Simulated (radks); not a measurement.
The gallium anion Ga- inside a hard spherical wall (all orbitals vanish at R), configuration held at [Ar] 3d10 4s2 4p2 and not refilled when levels cross. All-electron calculation, scalar-relativistic Kohn-Sham, PBEsol, spin-polarised, spherical densities, point nucleus; open shells are filled with parallel spins first. Program: a radial shooting solver on a logarithmic mesh with Libxc functionals. Eigenvalues in eV for spin up, with the zero of energy where the potential of the charges vanishes at infinity; a dash marks a level that is unbound or too diffuse for the functional's potential to be trusted. A positive occupied level is held by the wall or, in an anion where self-interaction has pushed it up, behind a barrier. The pressure on the wall is -dE/dV.

| R (bohr) | E (hartree) | kinetic (hartree) | e(3p) | e(3d) | e(4s) | e(4p) | e(5s, empty) | e(5p, empty) | pressure (GPa) |
|---|---|---|---|---|---|---|---|---|---|
| 20 | -1942.48481 | 1975.308 | -93.510 | -14.014 | -4.393 | 1.321 | 1.749 | 2.161 | 0.00137 |
| 15 | -1942.48265 | 1975.312 | -93.177 | -13.681 | -4.087 | 1.568 | 2.365 | 3.250 | 0.00821 |
| 10 | -1942.47085 | 1975.344 | -92.212 | -12.719 | -3.285 | 2.299 | 4.297 | 6.471 | 0.138 |
| 7 | -1942.42219 | 1975.496 | -90.295 | -10.821 | -1.866 | 3.950 | 9.247 | 13.407 | 1.82 |
| 5 | -1942.22003 | 1976.152 | -86.325 | -6.932 | 1.209 | 8.059 | 22.145 | 29.138 | 21.2 |
| 4 | -1941.80592 | 1977.424 | -81.643 | -2.402 | 5.670 | 14.000 | 40.726 | 50.304 | 103 |
| 3.5 | -1941.30816 | 1978.908 | -77.640 | 1.451 | 10.222 | 19.872 | 58.791 | 70.228 | 262 |
| 3 | -1940.28893 | 1981.905 | -71.341 | 7.537 | 18.562 | 30.268 | 89.861 | 103.68 | 764 |
| 2 | -1931.56336 | 2007.078 | -39.504 | 40.074 | 78.123 | 98.708 | 273.50 | 292.31 | 12500 |
